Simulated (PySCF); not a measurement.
**EPR parameters of C6H8NO**

C6H8NO (doublet state).
Z-matrix (Å and degrees, GFN2-xTB geometry), rows numbered from 1:
```
C 
C   1  1.4854
C   2  1.3501  1  122.59
C   3  1.3590  2  153.10  1  -176.82
C   4  1.4748  3   63.70  2  -179.88
N   5  1.4433  3  120.25  4   107.05
C   6  1.3437  5  122.43  3   140.36
O   7  1.2063  6  125.62  5     0.29
H   1  1.0915  2  110.56  3   122.50
H   1  1.0871  2  110.83  3     1.31
H   1  1.0913  2  110.37  3  -119.40
H   2  1.0815  1  117.77  3   178.94
H   4  1.0607  3  148.90  5  -163.51
H   5  1.0855  3  121.28  4  -109.71
H   6  1.0084  5  117.16  3   -38.72
H   7  1.1075  6  111.76  5  -179.66
```

The hyperfine couplings belong to this conformer and change with its torsions.

The species is `C/C=C1/[CH][C@H]1NC=O` [radical].

Method used: UKS B3LYP, pcH-1 on C H N O, non-relativistic, mean-field spin-orbit, GIAO in PySCF 2.14.0. Geometry: GFN2-xTB, one conformer, isolated molecule. The geometry wasn't refined by DFT: couplings that depend on bond lengths, twists or pyramidal angles can differ widely from those at the functional's own minimum. Stability of the SCF solution: not tested. ⟨S²⟩ is 0.774 where a pure state has 0.75.

* g1, g2, g3: 2.00221, 2.00279, 2.00290
* g_iso: 2.00263
* Form of g: rhombic: the two nearest values differ by 16 % of g3 − g1
* ⟨S²⟩: 0.7738 (exact 0.7500)
* α and β electrons: 30, 29
* HOMO–LUMO gap, α and β orbitals: 6.13, 4.02 eV
* Basis functions: 280

Hyperfine couplings atom by atom, in MHz; T1 to T3 are the principal values of the dipolar part:

| atom | isotope | a_iso | T1 | T2 | T3 | Mulliken spin population |
| --- | --- | --- | --- | --- | --- | --- |
| C1 | 13C | -20.7 | -1.8 | 0.3 | 1.5 | -0.05 |
| C2 | 13C | 51.2 | -48.4 | -47.9 | 96.2 | 0.61 |
| C3 | 13C | -51.2 | -27.8 | 8.1 | 19.6 | -0.23 |
| C4 | 13C | 66.3 | -53.1 | -49.2 | 102.3 | 0.64 |
| C5 | 13C | -12.5 | -1.9 | -1.1 | 3.0 | -0.03 |
| N6 | 14N | 6.5 | -1.3 | -1.0 | 2.3 | 0.01 |
| C7 | 13C | -0.4 | -0.6 | -0.4 | 1.0 | 0.00 |
| O8 | 17O | -0.9 | -3.9 | 1.4 | 2.5 | 0.01 |
| H9 | 1H | 68.3 | -3.4 | -2.4 | 5.8 | 0.03 |
| H10 | 1H | 1.7 | -2.5 | -2.4 | 4.9 | 0.00 |
| H11 | 1H | 75.5 | -3.4 | -2.1 | 5.5 | 0.03 |
| H12 | 1H | -37.2 | -21.1 | -1.6 | 22.7 | -0.03 |
| H13 | 1H | -45.1 | -24.3 | -0.5 | 24.7 | -0.03 |
| H14 | 1H | 45.2 | -2.6 | -2.1 | 4.7 | 0.02 |
| H15 | 1H | -1.1 | -2.8 | -1.3 | 4.1 | 0.00 |
| H16 | 1H | 5.0 | -0.7 | -0.5 | 1.2 | 0.00 |

The Mulliken spin populations are largest on C4 (+0.64), C2 (+0.61) and C3 (-0.23). The angles at C4 add up to 358.0°, so it is nearly planar; its axial dipolar tensor and the negative coupling of its proton fit spin in a p orbital normal to that plane.

Axes: g2 points within 12° of the C1–C2 bond and g3 points within 15° of the C3–C5 bond.

Under fast tumbling the dipolar parts average out, and these isotropic splittings remain (the largest six): 3 × 1H (H9/H10/H11, I = 1/2, 4 lines) with 1.73 mT, 1 × 1H (H14, I = 1/2, 2 lines) with 1.61 mT, 1 × 1H (H13, I = 1/2, 2 lines) with 1.61 mT, 1 × 1H (H12, I = 1/2, 2 lines) with 1.33 mT, 1 × 14N (N6, I = 1, 3 lines) with 0.23 mT and 1 × 1H (H16, I = 1/2, 2 lines) with 0.18 mT.

Nuclei that the bonding pattern makes equivalent are averaged, as if the motion that swaps them (rotation, inversion, ring flip) were fast. The three 1H nuclei of mean +48.5 MHz run from 1.7 to 75.5 MHz in the frozen geometry.

The 13C coupling of C4 (66.3 MHz) shows only in satellite lines or after enrichment, since that isotope makes up about 1.07 % of natural carbon.

Examples of negative spin density at the nucleus (bohr⁻³): C3 (-0.0455), C1 (-0.0184) and C5 (-0.0111).
